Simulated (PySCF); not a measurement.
## Highest orbital energy against ionisation energy along the second row

Calculated with PySCF 2.14, no spin-orbit coupling. Each cell gives −ε(HOMO) / ΔSCF in eV; NIST values include spin-orbit coupling, (s) semi-empirical, (t) theoretical.

```tsv
species	UHF	LDA	PBE	PBE0	r2SCAN	NIST (lowest levels)
Be⁺ (aug-cc-pVQZ with one added diffuse shell each of s, p, d, f, g type, non-relativistic)	18.129 / 18.127	14.295 / 18.249	14.459 / 18.489	15.472 / 18.452	14.588 / 18.181	18.211
B⁺ (aug-cc-pVQZ with one added diffuse shell each of s, p, d, f, g type, non-relativistic)	23.778 / 23.443	19.406 / 24.551	19.503 / 24.603	20.792 / 24.560	19.731 / 24.264	25.155
C⁺ (aug-cc-pVQZ with one added diffuse shell each of s, p, d, f, g type, non-relativistic)	24.877 / 24.170	17.807 / 24.770	17.954 / 24.853	19.794 / 24.835	18.651 / 25.005	24.383
N⁺ (aug-cc-pVQZ with one added diffuse shell each of s, p, d, f, g type, non-relativistic)	30.378 / 29.206	22.006 / 30.058	22.023 / 29.900	24.242 / 29.910	22.800 / 30.134	29.601 (s)
O⁺ (aug-cc-pVQZ with one added diffuse shell each of s, p, d, f, g type, non-relativistic)	36.207 / 34.575	26.444 / 35.587	26.367 / 35.276	28.976 / 35.310	27.297 / 35.479	35.121
F⁺ (aug-cc-pVQZ with one added diffuse shell each of s, p, d, f, g type, non-relativistic)	35.659 / 33.395	26.186 / 35.279	26.462 / 35.428	29.041 / 35.258	27.054 / 35.116	34.971
Ne⁺ (aug-cc-pVQZ with one added diffuse shell each of s, p, d, f, g type, non-relativistic)	42.100 / 39.268	31.249 / 41.442	31.250 / 41.143	34.228 / 41.006	32.035 / 41.133	40.963
```

How far is −ε(HOMO) from ΔSCF on average for each method, and why?

UHF 1.28 eV; LDA -7.51 eV; PBE -7.38 eV; PBE0 -5.25 eV; r2SCAN -6.74 eV. Hartree-Fock orbital energies lack relaxation and so exceed the ΔSCF value; semilocal functionals have convex E(N) from self-interaction, so their HOMO lies far too high; exact exchange moves hybrids part of the way back.
